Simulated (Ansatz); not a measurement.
Consider the atomization: `BN1B[SiH2]1` → 2 B• + 5 H• + N• + Si•.

Gas-phase electronic energies from Ansatz, PBE0-D4/def2-TZVP geometries. CBS: MP2 limit from def2 TZ/QZ plus the TZ coupled-cluster correction, frozen cores. This one scheme is used for every species, atoms too. DFT in def2-TZVPP. No spin–orbit coupling; open shells (•) take unrestricted orbitals. Spin–orbit coupling would lower the free atoms: a little for B, Si.

```json
{"level": "B97M-V", "ΔE (kcal/mol)": "759.9", "difference from CCSD(T)/CBS": "11.6"}
{"level": "PBE0-D4", "ΔE (kcal/mol)": "755.3", "difference from CCSD(T)/CBS": "7.0"}
{"level": "r2SCAN0-D4", "ΔE (kcal/mol)": "748.2", "difference from CCSD(T)/CBS": "-0.1"}
{"level": "ωB97X-V", "ΔE (kcal/mol)": "758.7", "difference from CCSD(T)/CBS": "10.4"}
{"level": "PBE", "ΔE (kcal/mol)": "760.8", "difference from CCSD(T)/CBS": "12.5"}
{"level": "r2SCAN", "ΔE (kcal/mol)": "756.7", "difference from CCSD(T)/CBS": "8.4"}
{"level": "BHLYP", "ΔE (kcal/mol)": "738.0", "difference from CCSD(T)/CBS": "-10.3"}
{"level": "LC-ωPBE", "ΔE (kcal/mol)": "752.1", "difference from CCSD(T)/CBS": "3.8"}
{"level": "MP2/def2-SVP", "ΔE (kcal/mol)": "718.8", "difference from CCSD(T)/CBS": "-29.5"}
{"level": "CCSD/def2-SVP", "ΔE (kcal/mol)": "700.9", "difference from CCSD(T)/CBS": "-47.4"}
{"level": "CCSD(T)/def2-SVP", "ΔE (kcal/mol)": "708.7", "difference from CCSD(T)/CBS": "-39.6"}
{"level": "HF/def2-TZVPP", "ΔE (kcal/mol)": "565.6", "difference from CCSD(T)/CBS": "-182.7"}
{"level": "SCS-MP2/def2-TZVPP", "ΔE (kcal/mol)": "741.5", "difference from CCSD(T)/CBS": "-6.8"}
{"level": "SCS-MP2/def2-QZVPP", "ΔE (kcal/mol)": "754.8", "difference from CCSD(T)/CBS": "6.5"}
{"level": "HF/CBS(def2)", "ΔE (kcal/mol)": "567.3", "difference from CCSD(T)/CBS": "-181.0"}
{"level": "CCSD/CBS(def2)", "ΔE (kcal/mol)": "738.1", "difference from CCSD(T)/CBS": "-10.2"}
{"level": "CCSD(T)/CBS", "ΔE (kcal/mol)": "748.3", "difference from CCSD(T)/CBS": "0"}
```

Largest T1 diagnostic among the species: 0.014.

The D4 term adds +6.4 kcal/mol with B3LYP and +3.3 kcal/mol with PBE0; it sums over pairs of atoms, weighted by their polarisabilities, and B3LYP, whose exchange is more repulsive, gets the larger term. Leaving LDA and LC-ωPBE aside and taking each functional with its dispersion term where it has one, the values, not all of them listed here, spread over 21.8 kcal/mol, from BHLYP-D4 to PBE-D4. LDA lies +89.9 kcal/mol from PBE without D4, its usual overbinding.

B3LYP here is the variant with VWN-RPA as its local correlation; programs differ in this.

For atomizations the MP2-based limit and the directly extrapolated one differ by several kJ/mol either way, and by 10 to 25 for some Ge, Se and Sn compounds, so smaller differences from it don't rank the levels.
